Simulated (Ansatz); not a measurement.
`C[O][Ga]([OH])[O]C` + `BrB1C[SiH2]1` → `C[O][Ga]([OH])[Br]` + `COB1C[SiH2]1`  (redistribution)

Program: Ansatz. Geometries: PBE0-D4/def2-TZVP. ΔE: electronic, gas phase. CCSD(T)/CBS is the MP2 limit (def2-TZVPP, def2-QZVPP) plus CCSD(T) − MP2 in def2-TZVPP, frozen cores. DFT in def2-TZVPP. B3LYP here is the variant with VWN-RPA as its local correlation; programs differ in this. For Br, Ga outer-core shells are correlated without core-valence functions, which leaves a few kJ/mol of doubt a bond. Scalar relativity is left out up to krypton. One conformer a species, not always the lowest.

`C[O][Ga]([OH])[O]C`:

Z-matrix (Å, degrees):
```
C
O 1 1.410
H 1 1.096 2 113.3
H 1 1.095 2 109.5 3 -120.8
H 1 1.095 2 109.6 3 120.8
Ga 2 1.768 1 122.5 3 -0.7
O 6 1.768 2 119.4 1 179.9
O 6 1.775 2 119.7 1 0.0
C 7 1.411 6 122.3 2 0.4
H 8 0.960 6 113.0 2 180.0
H 9 1.095 7 109.4 6 -123.0
H 9 1.095 7 109.6 6 118.6
H 9 1.096 7 113.2 6 -2.2
```

`BrB1C[SiH2]1`:

Z-matrix (Å, degrees):
```
C
B 1 1.508
Si 1 1.966 2 65.7
H 1 1.094 2 117.2 3 82.0
H 1 1.088 2 124.3 3 -129.5
Br 2 1.886 1 134.1 3 147.4
H 3 1.484 1 123.1 2 -104.2
H 3 1.480 1 107.8 2 122.6
```

`C[O][Ga]([OH])[Br]`:

Cartesian coordinates in Å:
```
C 0.620 -0.897 -1.163
O -0.318 -0.644 -0.142
Ga -0.341 0.814 0.855
O -1.587 0.983 2.097
Br 1.192 2.457 0.568
H 1.157 -1.825 -0.943
H 0.098 -1.020 -2.117
H 1.357 -0.095 -1.278
H -2.178 0.226 2.125
```

`COB1C[SiH2]1`:

Cartesian coordinates in Å:
```
C -0.575 0.083 -2.185
O 0.519 -0.106 -1.302
B 0.370 -0.121 0.017
C 1.266 -0.218 1.274
Si -0.564 0.139 1.717
H -1.507 0.192 -1.626
H -0.637 -0.779 -2.850
H -0.391 0.979 -2.780
H 2.062 0.507 1.441
H 1.582 -1.222 1.564
H -1.243 -0.939 2.478
H -0.883 1.486 2.251
```

CCSD(T)/CBS gives -1.32 eV.

Q: Another level gave -1.38 eV. Which?
A. B3LYP/def2-TZVPP
B. SCS-MP2/def2-TZVPP
C. r2SCAN-D4/def2-TZVPP
D. HF/def2-TZVPP

A: C. r2SCAN-D4 -1.38, SCS-MP2/def2-TZVPP -1.28, HF/def2-TZVPP -1.57, B3LYP -1.43 eV.

Largest T1 diagnostic among the species: 0.014.

In def2-TZVPP, CCSD(T) changes the Hartree–Fock value by +0.25 eV (the triples alone add +0.03 eV) and MP2 by +0.30 eV. From PBE to PBE0 (25 % exact exchange), in def2-TZVPP and without D4, ΔE moves by −0.05 eV.
